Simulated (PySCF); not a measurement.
Dipole response of O⁻ (oxygen, charge -1)

[He] 2s2 2p5, 2P determinant. All numbers are calculated (PySCF 2.14, the spin-free X2C one-electron Hamiltonian (Gaussian nucleus), in aug-cc-pCVQZ-DK). Coupled (time-dependent) response in atomic units; α is the mean over directions.

```csv
method,mean α (bohr³),"α xx, yy, zz",C₆ (like pair),S(−4)
UHF,14.02,"9.926, 16.06, 16.06",65.67,132.5
wB97X,18.23,"12.61, 21.03, 21.03",93.16,239.4
```

S(−4) is the Cauchy moment in α(ω) = α(0) + S(−4) ω² + …

α(iu) at wB97X:

```json
{"u (hartree)": "0", "α(iu) (bohr³)": "18.23"}
{"u (hartree)": "0.0500", "α(iu) (bohr³)": "17.66"}
{"u (hartree)": "0.100", "α(iu) (bohr³)": "16.27"}
{"u (hartree)": "0.200", "α(iu) (bohr³)": "13.03"}
{"u (hartree)": "0.300", "α(iu) (bohr³)": "10.43"}
{"u (hartree)": "0.500", "α(iu) (bohr³)": "6.995"}
{"u (hartree)": "0.750", "α(iu) (bohr³)": "4.549"}
{"u (hartree)": "1.00", "α(iu) (bohr³)": "3.163"}
{"u (hartree)": "1.50", "α(iu) (bohr³)": "1.782"}
{"u (hartree)": "2.00", "α(iu) (bohr³)": "1.148"}
{"u (hartree)": "3.00", "α(iu) (bohr³)": "0.5968"}
{"u (hartree)": "5.00", "α(iu) (bohr³)": "0.2490"}
```

For an ion, C₆ is the dispersion term alone; charge-induced terms of lower order in 1/R come first.

The components differ because the open shell of this determinant is not spherical; for a pure term their mean is the scalar polarisability.
